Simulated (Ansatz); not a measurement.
Ansatz (an electronic-structure program) input (HF/3-21G): The .json file is the Basis Set Exchange's 3-21G.

Ansatz 0.2 input:
```yaml
crystal:
  periodic: [false, false, false]
  atoms:
    - {symbol: B, position_ang: [-0.73513357, 0.88140248, -1.02327215]}
    - {symbol: H, position_ang: [-1.34945983, 0.14883884, -1.74244038]}
    - {symbol: O, position_ang: [-0.56801882, 2.12772456, -0.92452583]}
    - {symbol: Se, position_ang: [0.25184897, -0.64266024, 0.38208910]}
    - {symbol: H, position_ang: [1.00641309, 0.27280030, 1.26397858]}
basis:
  gaussian:
    orbitals: 3-21G.json
hamiltonian:
  xc: {name: HF}
total_charge: -1
phonons: {temperatures: {t_min: 298.15, t_max: 298.15, t_step: 100}}
```

Problem. Which harmonic wavenumbers does it give?

Solution. 210, 278, 351, 634, 892, 1171, 1731, 2316, 2693 cm⁻¹ (unscaled; negative means imaginary).
